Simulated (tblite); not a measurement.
C15H12OSi.
Geometry (GFN2-xTB, Å), atoms numbered from 1 in this order:
```xyz
29
C15H12OSi angstrom
O      0.6549   -3.7600    0.8853
C      1.0873   -2.8548    0.2119
C      0.5631   -1.4888    0.1247
C     -0.8245   -1.2492    0.2385
C     -1.7569   -2.3016    0.4211
C     -3.0958   -2.0618    0.4947
C     -3.5885   -0.7509    0.3661
C     -2.7247    0.2861    0.1899
C     -1.3205    0.0912    0.1363
C     -0.4418    1.1740   -0.0328
Si    -1.0537    2.9590    0.1933
C      0.9212    0.9125   -0.2587
C      1.8195    1.9535   -0.6081
C      3.1525    1.7309   -0.7680
C      3.6754    0.4420   -0.5629
C      2.8446   -0.5948   -0.2617
C      1.4412   -0.4168   -0.1470
H      1.9560   -3.0411   -0.4494
H     -1.3920   -3.3120    0.5033
H     -3.7867   -2.8795    0.6365
H     -4.6540   -0.5761    0.3947
H     -3.1099    1.2842    0.0518
H     -1.4853    3.4926   -1.1021
H      0.0024    3.7954    0.7665
H     -2.1473    3.0102    1.1644
H      1.4200    2.9412   -0.7740
H      3.8144    2.5376   -1.0454
H      4.7390    0.2780   -0.6530
H      3.2700   -1.5731   -0.1051
```

Structure optimised with GFN2-xTB, isolated species.

Take the most abundant isotopes and a rigid rotor. The values belong to one conformer with, in the numbering `[O:1]=[CH:2][c:3]1[c:4]2[cH:5][cH:6][cH:7][cH:8][c:9]2[c:10]([SiH3:11])[c:12]2[cH:13][cH:14][cH:15][cH:16][c:17]12`, O1–C2–C3–C4 -34°.

(1) Give the principal moments of inertia and the rotational constants in MHz.

(2) What kind of rotor is it?

(3) Is it planar, by Δ = Ic − Ia − Ib?

(4) Give the other two planar moments, Paa and Pbb, and the rms extents of the mass along the axes.

(5) List the rotational levels J(Ka,Kc) to J = 4 (MHz).

(6) Estimate the classical rotational partition function at 10 K, 25 K and 100 K.

Answers

(1) Ia = 893.27, Ib = 1144.59, Ic = 2009.51 u·Å²; 505379 MHz·u·Å²/I gives A = 565.8, B = 441.5, C = 251.5 MHz.

(2) An asymmetric top: κ = (2 × 441.5 − 565.8 − 251.5)/(565.8 − 251.5) = 0.21.

(3) Not planar: Δ = Ic − Ia − Ib = -28.34 u·Å². For a rigid frame Δ = −2 Σ m c², so Σ m c² = 14.17 u·Å² lies off the ab plane: 4.25 from hydrogen and 9.92 from heavier atoms. The atom farthest from that plane is 1.16 Å away.

(4) Paa = Σ m a² = (Ib + Ic − Ia)/2 = 1130.42 and Pbb = Σ m b² = (Ia + Ic − Ib)/2 = 879.10 u·Å². With the mass M = 236.07 u, the rms extents √(P/M) along a, b and c are 2.19, 1.93, 0.25 Å.

(5) Above 0(0,0):
J = 1: 1(0,1) 693, 1(1,1) 817, 1(1,0) 1007
J = 2: 2(0,2) 1969, 2(1,2) 2013, 2(1,1) 2583, 2(2,1) 2956, 2(2,0) 3066
J = 3: 3(0,3) 3740, 3(1,3) 3750, 3(1,2) 4842, 3(2,2) 5035, 3(2,1) 5453, 3(3,1) 6188, 3(3,0) 6237
J = 4: 4(0,4) 6001, 4(1,4) 6003, 4(1,3) 7647, 4(2,3) 7714, 4(2,2) 8626, 4(3,2) 9100, 4(3,1) 9356, 4(4,1) 10531, 4(4,0) 10549
Those of J = 1 are B + C, A + C and A + B.

(6) Point group C1, symmetry number σ = 1; q = (√π/σ)·√((kT/h)³/(ABC)), k/h = 20836.6 MHz/K: 21300 at 10 K, 84100 at 25 K, 673000 at 100 K.

Its GFN2-xTB frequencies are all real (lowest 36 cm⁻¹). Constants of a rigid frame at the computed geometry: no zero-point averaging, no centrifugal distortion.
